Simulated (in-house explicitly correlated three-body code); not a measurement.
Computed with an exponentially correlated three-body code. Model: two electrons around a point charge, non-relativistic, variational in 260 exponentially correlated functions (energies converged to about 1e-7 hartree, or 1e-8 relative for large Z).

Command:
```bash
python run_hyl.py task.json out
```
Settings (lengths in bohr, energies in hartree):
```
Z                      26
screening              10.4
interaction_strength   1
functions              260
states_tried           1
```

Run time, properties included: 20 s on 1 thread of AMD EPYC 7R43 64-Core Processor (Zen 3), on a shared host.

**Ground state only, binding against the one-electron ion.**

Given: nuclear charge 26; Yukawa screening of all interactions 10.4 1/bohr.

Computed: one-electron threshold -134.102232 hartree.

```csv
term,energy (hartree),binding (eV)
1 1S,-260.566139,3441.3
```

**Converged states only, values per electron or pair (inverse distances are <exp(-kr)/r>).**

| term | mean r (bohr) | mean r squared (bohr²) | mean inverse r (1/bohr) | mean r12 (bohr) | mean inverse r12 (1/bohr) | mean cosine | mean p1 dot p2 (bohr⁻²) | delta r1 (bohr⁻³) | delta r12 (bohr⁻³) |
| --- | --- | --- | --- | --- | --- | --- | --- | --- | --- |
| 1 1S | 0.066145 | 0.0060067 | 15.718 | 0.097323 | 7.5108 | -0.0044735 | 2.3978 | 4520.9 | 489.67 |

**Static dipole response.**

```csv
state,polarisability (bohr³)
1 1S,3.794e-05
```
